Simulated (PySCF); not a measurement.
C₅H₁₁BO₃.
InChI=1S/C5H11BO3/c1-4(2)5-3-8-6(7)9-5/h4-5,7H,3H2,1-2H3/t5-/m1/s1

A linear-response calculation (PySCF, def2-SVPD basis, gas phase, vertical, core orbitals frozen in the response) gave these numbers; the functional is withheld.

Orbital energies (eV): HOMO-3 -10.95, HOMO-2 -10.56, HOMO-1 -10.42, HOMO -9.48, LUMO 0.70, LUMO+1 1.37, LUMO+2 1.78.

```tsv
state	E (eV)	f	main configurations (H = HOMO, L = LUMO)
S1	7.34	0.0002	H→L (85%)
S2	8.00	0.012	H-1→L (66%), H-2→L (11%)
S3	8.23	0.0094	H→L+1 (62%), H→L+2 (17%), H→L+3 (10%)
S4	8.38	0.045	H→L+2 (70%), H→L+1 (19%)
S5	8.62	0.017	H-2→L (66%), H-1→L (11%)
S6	8.75	0.0007	H→L+3 (58%), H-1→L+1 (11%)
```

Triplets (Tamm–Dancoff): T1 7.20 eV, H→L (79%); T2 7.78 eV, H-1→L (58%), H-2→L (10%); T3 7.95 eV, H→L+2 (58%), H→L+1 (9%); T4 8.10 eV, H→L+1 (66%), H→L+2 (9%).

Vertical ionisation energy by ΔSCF with the same functional: 10.27 eV. Mean static polarisability: 81.1 au.

Question: Name the functional.
A. PBE0
B. HF
C. PBE
D. CAM-B3LYP

Answer: D. CAM-B3LYP is range-separated, 19% exact exchange at short range and 65% at long range (ω = 0.33 bohr⁻¹). In this run −ε(HOMO) = 9.48 eV differs from the ΔSCF value by -0.79 eV, and S1 differs from the orbital gap of 10.19 eV by -2.85 eV. The ratio −ε(HOMO)/IP is 0.92. Small neutral molecules mostly give 0.85 to 0.93 with CAM-B3LYP, 0.5 to 0.7 with PBE, 0.7 to 0.83 with PBE0; with Hartree–Fock the ratio is 1 or more (Koopmans' value less the relaxation energy is the ΔSCF value). The other options: PBE, a GGA without exact exchange; HF, time-dependent Hartree–Fock, 100% exact exchange; PBE0, a global hybrid with 25% exact exchange.

Method: TDDFT CAM-B3LYP/def2-SVPD, vertical, gas phase, core orbitals frozen in the response in PySCF. Geometry: PBE0-D3(BJ)/def2-SVP, one conformer, isolated molecule.

Shape of the structure used: `[CH3:1][CH:2]([CH3:3])[C@H:4]1[CH2:5][O:6][B:7]([OH:8])[O:9]1`: C1–C2–C4–C5 61°, H–O8–B7–O6 2°.

Without π bonds the low states are Rydberg-like; a valence basis with one diffuse set may place them up to an eV too high.
